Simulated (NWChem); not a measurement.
# A calculation on HBF$_{2}$S

SMILES: FB(F)S
```xyz
5

B     -0.1163     0.4508     0.0000
F     -1.3666     0.8645     0.0000
F      0.8436     1.3562     0.0000
S      0.2323    -1.3174     0.0000
H      1.5729    -1.1613     0.0000
```
Charge 0, spin multiplicity 1.

Everything below was run with NWChem. The geometry was optimised at PBE0/def2-SVP, a minimum by its harmonic frequencies. It is one conformer; others weren't searched.

Symmetry labels belong to the abelian group Cs used in the runs, with the axes of the coordinates shown.

The Pople sets run with spherical d functions. The structure started from a generated list of species.

Question: List the lowest 4 singlet excitations that TD-PBE0/6-31+G* (spherical d) gives, with oscillator strengths.

Answer: 
| state | symmetry | energy (eV) | wavelength (nm) | f |
|---|---|---|---|---|
| 1 | a" | 6.68 | 186 | 0.031 |
| 2 | a" | 7.43 | 167 | 0.048 |
| 3 | a' | 7.54 | 164 | 0.146 |
| 4 | a" | 8.39 | 148 | 0.001 |
